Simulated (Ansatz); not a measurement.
A CCSD(T) single point on ClHMoO$_{3}$ (`[O]=[Mo](=[O])([OH])[Cl]`).

```yaml
crystal:
  periodic: [false, false, false]
  atoms:
    - {symbol: O, position_ang: [1.278837, -1.041280, 1.055464]}
    - {symbol: Mo, position_ang: [0.301851, -0.293822, -0.072322]}
    - {symbol: O, position_ang: [-0.647082, -1.464848, -0.789512]}
    - {symbol: O, position_ang: [-0.764708, 0.964392, 0.787420]}
    - {symbol: Cl, position_ang: [1.578013, 0.690367, -1.648794]}
    - {symbol: H, position_ang: [-1.704711, 1.081091, 0.621644]}
basis:
  gaussian: {orbitals: def2-SVP}
correlation: {method: ccsd_t}
```

```sh
$ ansatz run in.yaml --threads 4 --pin off --events-out ev --progress --plain
```

The program prints (abridged):

```
Functional definition: HF
924 factors; integrals over basis functions are off by at most 9.3e-4 eV
mean field evaluation 1: about -20448.1986 eV, gradient 8.0e1 eV
mean field evaluation 2: about -20448.3558 eV, gradient 8.0e1 eV
mean field evaluation 4: about -20460.8782 eV, gradient 1.0e1 eV
mean field evaluation 8: about -20461.1119 eV, gradient 9.9e-1 eV
mean field evaluation 16: about -20461.1167 eV, gradient 2.5e-6 eV
mean field -20461.11670987 eV, -751.9321700448 hartree, gradient 2.6e-6 eV, S^2 0.000000; 0 other end points of the search recorded, 0 dependent functions left out
8 core orbitals not correlated: weight in the atoms' cores, before any rotation towards them, 1.000 or more for the frozen orbitals, at most 0.000 for the correlated occupied ones
reference -20461.11670987 eV, -751.9321700448 hartree; 20, 20 occupied and 68, 68 virtual orbitals, 924 factors
second order -31.94703483 eV of doubles, -0.00000000 eV of singles
cycle   1  -27.24788230 eV  change     4.7e0 eV  update   3.5e-1
cycle   2  -29.46250964 eV  change    -2.2e0 eV  update   2.7e-1
cycle   3  -29.80297804 eV  change   -3.4e-1 eV  update   4.1e-2
cycle   4  -29.82597278 eV  change   -2.3e-2 eV  update   2.0e-2
cycle   5  -29.80701165 eV  change    1.9e-2 eV  update   5.7e-3
cycle   6  -29.81259757 eV  change   -5.6e-3 eV  update   2.2e-3
cycle   7  -29.81134176 eV  change    1.3e-3 eV  update   9.5e-4
cycle   8  -29.81016436 eV  change    1.2e-3 eV  update   4.6e-4
cycle   9  -29.81021251 eV  change   -4.8e-5 eV  update   1.8e-4
cycle  10  -29.81043306 eV  change   -2.2e-4 eV  update   8.4e-5
cycle  11  -29.81042298 eV  change    1.0e-5 eV  update   5.1e-5
cycle  12  -29.81033832 eV  change    8.5e-5 eV  update   2.7e-5
cycle  13  -29.81039621 eV  change   -5.8e-5 eV  update   1.3e-5
cycle  14  -29.81037936 eV  change    1.7e-5 eV  update   6.0e-6
perturbative correction -1.64475084 eV, -0.0604434784 hartree
Total energy: -20492.57184007 eV, -753.0881247586 hartree
```

Hardware: 4 threads of a server CPU on a shared host. Wall time 4 s, peak host memory 0.46 GiB.

MP2 recovers 101.6 % of the CCSD(T) correlation energy and the triples give 5.2 %; T1 = 0.0236.
